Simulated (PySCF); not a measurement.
Isomers of C5H4BrN. Method used: PBE0-D3(BJ)/def2-SVP geometry optimisation, gas phase in PySCF 2.14.0. One conformer each; no zero-point energy, no entropy. No frequencies were run at this level. Point groups hold within 0.08 Å.

Task: Rank from lowest to highest electronic energy at this level (kJ/mol).
A. 4-bromopyridine (`c1cc(ccn1)Br`)
B. 3-bromopyridine, `Brc1cccnc1`
C. 2-bromopyridine, `BrC1=CC=CC=N1`

Result: C (0.0), A (6.4), B (8.1).

Neighbours under 10 kJ/mol apart (Brc1ccccn1 and Brc1ccncc1; Brc1ccncc1 and Brc1cccnc1) can change places with a better method, another conformer or zero-point energy.

```tsv
SMILES	E (Eh)	E rel (kJ/mol)	dipole (D)	point group	A, B, C (MHz)
Brc1ccccn1	-2820.77329	0.0	3.23	Cs	5904, 1026, 873.8
Brc1ccncc1	-2820.77087	6.4	0.81	C2v	6034, 989.2, 849.9
Brc1cccnc1	-2820.77019	8.1	1.97	Cs	5869, 1006, 858.6
```

Task: How do the relative energies change in single points at PBE0/pcSseg-1 (no added dispersion term) on the same geometries?

Result: 
| SMILES | PBE0-D3(BJ)/def2-SVP (kJ/mol) | PBE0/pcSseg-1 (kJ/mol) | shift |
| --- | --- | --- | --- |
| Brc1ccccn1 | 0.0 | 0.0 | 0.0 |
| Brc1ccncc1 | 6.4 | 5.5 | -0.9 |
| Brc1cccnc1 | 8.1 | 7.1 | -1.0 |

Each column counts from its own lowest isomer. The order is unchanged; the largest shift is 1.0 kJ/mol.

Task: As an exercise, what shares would exp(−E/RT) give at 298.15 K from these electronic energies alone (no entropy, no degeneracies)?

Result: RT = 2.479 kJ/mol: Brc1ccccn1 89.7 %, Brc1ccncc1 6.9 %, Brc1cccnc1 3.4 %.
